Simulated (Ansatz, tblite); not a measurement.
Removing and adding an electron: the cluster Sn₅Au (the lowest doublet isomer of a short search). The state is a doublet with charge 0. Geometry: PBE-D4/def2-SVP. Ansatz, gas phase; energy differences of separate SCF runs; the oxidised species is a singlet (the triplet lies 0.20 eV higher at PBE0-D4/def2-TZVP); the reduced species is a singlet (the triplet lies 0.89 eV higher at PBE0-D4/def2-TZVP).

Cartesian coordinates in Å:
```
Au 2.089 0.727 0.307
Sn -2.165 -0.191 0.067
Sn -0.313 -1.939 -1.297
Sn -0.458 1.745 1.233
Sn 0.569 -1.263 1.444
Sn 0.278 0.922 -1.754
```

In the def2 sets Au, Sn take a core potential; there is no spin–orbit coupling. The xTB rows come from tblite. HSE06 is defined as in plane-wave codes, on full-range PBE exchange. No other spin state of charge 0 was run. The structure comes from a short search, and lower isomers may exist.

```csv
level,−HOMO (eV),vertical IE (eV),−LUMO (eV),vertical EA (eV),HOMO–LUMO gap (eV),IE − EA (eV),remarks
GFN1-xTB,–,11.49,–,6.74,–,4.75,–
GFN2-xTB,–,11.48,–,6.74,–,4.75,–
PBE0-D4/def2-TZVP,5.45,6.83,3.69,2.43,1.76,4.40,"restricted singlet, untested (+1 singlet)"
```

Estimate the rows for PBE-D4/def2-TZVP, HSE06-D4/def2-TZVP.


```json
{"level": "PBE-D4/def2-TZVP", "−HOMO (eV)": "4.67", "vertical IE (eV)": "6.67", "−LUMO (eV)": "4.23", "vertical EA (eV)": "2.35", "HOMO–LUMO gap (eV)": "0.44", "IE − EA (eV)": "4.32", "remarks": "restricted singlet, untested (+1 singlet)"}
{"level": "HSE06-D4/def2-TZVP", "−HOMO (eV)": "5.10", "vertical IE (eV)": "6.82", "−LUMO (eV)": "4.03", "vertical EA (eV)": "2.43", "HOMO–LUMO gap (eV)": "1.07", "IE − EA (eV)": "4.40", "remarks": "restricted singlet, untested (+1 singlet)"}
```

   HOMO and LUMO are the levels of the spin that leaves or enters (xTB has no such levels and no spin-polarisation term). Other spin states of the ions may lie lower, which would lower the ionisation energy or raise the affinity. Raw xTB energy differences between charge states are shifted by several eV; the methods need an empirical correction for them. Sets without diffuse functions give affinities that are too small.
